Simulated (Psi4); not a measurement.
C3HCl2F, singlet, geometry from GFN2-xTB. Base run: CCSD(T)/def2-SVP in Psi4.

Psi4 was given this input:
```
memory 2 GB

molecule {
0 1
F    -2.94103472   -0.09637382    0.90442797
C    -2.19314411   -0.00910624   -0.20343429
C    -0.89474762    0.00307524   -0.17797747
C     0.40240022    0.01341349   -0.12692653
Cl    1.35037674   -1.42498642   -0.22089875
Cl    1.31915227    1.47055915   -0.01389218
H    -2.79973158    0.04833319   -1.09837613
}

set {
  basis def2-svp
  freeze_core true
}

energy('ccsd(t)')
print_variables()
```

The base run was repeated with changes; each row names its change, and settings that it needs were set with it.

```
change                ΔE vs base (kcal/mol)  MP2 correlation (Eh)  basis functions  core-seconds (rough)
--------------------  ---------------------  --------------------  ---------------  --------------------
base                                  0.000              -0.83254               97                   100
method = mp4                              …              -0.83254               97                    40
method = mp3                              …              -0.83235               97                     8
method = qcisd(t)                    -0.603              -0.83254               97                    70
method = dlpno-mp2                    42.98              -0.83221               97                     8
method = ccsd                         18.06              -0.83254               97                    70
method = mp2                          42.89              -0.83235               97                     6
method = fno-ccsd(t)                  0.000              -0.83254               97                    80
```

Question: Some entries are withheld; supply them.

Answer: 
- method = mp4, ΔE vs base (kcal/mol): -1.71
- method = mp3, ΔE vs base (kcal/mol): 23.58
